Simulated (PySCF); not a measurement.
One of the candidates below gave these computed data.

All candidates are C9H11N.

- NMR, other nuclei: isotropic shieldings of nuclei other than C and H, by class: 191 (1 N) ppm [GIAO PBE0/pcSseg-1]
- 13C NMR: chemical shifts (computed TMS as zero) by class: 154.3 (1 C), 146.4 (1 C), 143.5 (1 C), 134.8 (1 C), 119.0 (1 C), 118.4 (1 C), 116.5 (1 C), 114.1 (1 C), 32.1 (1 C) ppm [GIAO PBE0/pcSseg-1]
- Dipole: 2.09 D [PBE0/pcSseg-1]
- 1H NMR: chemical shifts (computed TMS as zero) by class: 7.40 (1 H), 7.32 (1 H), 6.85 (1 H), 6.57 (1 H), 6.35 (1 H), 6.12 (1 H), 5.54 (1 H), 3.10 (1 H), 2.95 (3 H) ppm [GIAO PBE0/pcSseg-1]
- Rotational structure: rotational constants A, B, C: 2.456, 0.902, 0.665 GHz [GFN2-xTB]

The electronic properties come from PySCF, for the isolated species, density fitting. Levels stand in brackets. Geometry: GFN2-xTB, one conformer, isolated molecule. NMR classes are plain means over equivalent atoms (diastereotopic ones count apart unless rotation or inversion swaps them), as if these changed places fast.

Question: Which candidate is it?
A. `C=Cc1ccccc1NC`
B. `C=Cc1cccc(NC)c1`
C. `[H]/N=C/C#CCC(=C)CC=C`
D. `c1ccc(C2CCC2)nc1`
E. `c1ccc(NC2CC2)cc1`

Answer: B. It is `C=Cc1cccc(NC)c1`. Numbering: `[CH2:1]=[CH:2][c:3]1[cH:4][cH:5][cH:6][c:7]([NH:8][CH3:9])[cH:10]1`. Its formula, C9H11N, gives 5 degrees of unsaturation: 1 ring and 4 π bonds in the structure found (Kekulé form). 9 carbons fall into 9 classes; from least to most shielded: aromatic carbon bearing nitrogen [C7] (154.3 ppm), alkene CH carbon [C2] (146.4 ppm), substituted aromatic carbon [C3] (143.5 ppm), aromatic CH carbon [C5] (134.8 ppm), terminal =CH2 carbon [C1] (119.0 ppm), aromatic CH carbon [C6] (118.4 ppm), aromatic CH carbon [C4] (116.5 ppm), aromatic CH carbon [C10] (114.1 ppm), N-methyl carbon [C9] (32.1 ppm). Hydrogen classes from least to most shielded: 1 H on an aromatic CH carbon, C5 (7.40 ppm), 1 H on an aromatic CH carbon, C4 (7.32 ppm), 1 H on an alkene CH carbon, C2 (6.85 ppm), 1 H on an aromatic CH carbon, C6 (6.57 ppm), 1 H on an aromatic CH carbon, C10 (6.35 ppm), 1 H on a terminal =CH2 carbon, C1 (6.12 ppm), 1 H on a terminal =CH2 carbon, C1 (5.54 ppm), 1 H on an aniline-type nitrogen, N8 (3.10 ppm), 3 H on an N-methyl carbon, C9 (2.95 ppm). The other shieldings belong to: 191 ppm, aniline-type nitrogen [N8]. The optimised geometry has point group C1 and is an asymmetric top.

The others, at the same levels:
- `c1ccc(NC2CC2)cc1` fails: it has 6 carbon classes against 9; its computed 13C shifts are 153.1 (1 C), 134.8 (2 C), 121.8 (1 C), 116.0 (2 C), 27.6 (1 C), 9.6 (2 C) ppm, 1H shifts are 7.45 (2 H), 6.90 (1 H), 6.77 (2 H), 3.07 (1 H), 2.68 (1 H), 0.79 (2 H), 0.35 (2 H) ppm and rotational constant A is 3.799 GHz (against 2.456 GHz).
- `C=Cc1ccccc1NC` fails: its computed 13C shifts are 150.1 (1 C), 141.0 (1 C), 135.4 (1 C), 133.2 (1 C), 128.6 (1 C), 122.1 (1 C), 121.8 (1 C), 112.4 (1 C), 31.9 (1 C) ppm, 1H shifts are 7.63 (1 H), 7.51 (1 H), 7.02 (1 H), 6.99 (1 H), 6.62 (1 H), 5.92 (1 H), 5.51 (1 H), 3.17 (1 H), 3.00 (3 H) ppm and rotational constant A is 1.625 GHz (against 2.456 GHz).
- `[H]/N=C/C#CCC(=C)CC=C` fails: its computed 13C shifts are 156.5 (1 C), 152.6 (1 C), 146.0 (1 C), 125.0 (1 C), 119.6 (1 C), 102.0 (1 C), 87.9 (1 C), 46.4 (1 C), 27.7 (1 C) ppm, 1H shifts are 12.00 (1 H), 8.16 (1 H), 5.90 (1 H), 5.63 (1 H), 5.42 (1 H), 5.27 (1 H), 5.25 (1 H), 3.26 (2 H), 3.15 (2 H) ppm and rotational constant A is 1.913 GHz (against 2.456 GHz).
- `c1ccc(C2CCC2)nc1` fails: it has 8 carbon classes against 9; its computed 13C shifts are 172.2 (1 C), 156.2 (1 C), 141.9 (1 C), 127.2 (1 C), 125.7 (1 C), 43.8 (1 C), 30.5 (2 C), 17.6 (1 C) ppm, 1H shifts are 9.04 (1 H), 7.78 (1 H), 7.23 (1 H), 7.23 (1 H), 3.38 (1 H), 2.75 (2 H), 2.26 (2 H), 2.08 (1 H), 1.99 (1 H) ppm and rotational constant A is 3.676 GHz (against 2.456 GHz).

Each candidate is one conformer, not necessarily the lowest. The conformers computed, where there is a choice (atom-mapped SMILES and torsion angles):
- `[CH2:1]=[CH:2][c:3]1[cH:4][cH:5][cH:6][c:7]([NH:8][CH3:9])[cH:10]1`: C1–C2–C3–C4 15°, C6–C7–N8–C9 -164°
- `[cH:1]1[cH:2][cH:3][c:4]([NH:5][CH:6]2[CH2:7][CH2:8]2)[cH:9][cH:10]1`: C3–C4–N5–C6 168°, C4–N5–C6–C7 -144°
- `[CH2:1]=[CH:2][c:3]1[cH:4][cH:5][cH:6][cH:7][c:8]1[NH:9][CH3:10]`: C1–C2–C3–C4 -35°, C7–C8–N9–C10 10°
- `[H]/[N:10]=[CH:9]/[C:8]#[C:7][CH2:6][C:4]([CH2:3][CH:2]=[CH2:1])=[CH2:5]`: C1–C2–C3–C4 114°, C2–C3–C4–C5 108°, C3–C4–C6–C7 -70°
- `[cH:1]1[cH:2][cH:3][c:4]([CH:5]2[CH2:6][CH2:7][CH2:8]2)[n:9][cH:10]1`: C3–C4–C5–C6 -129°
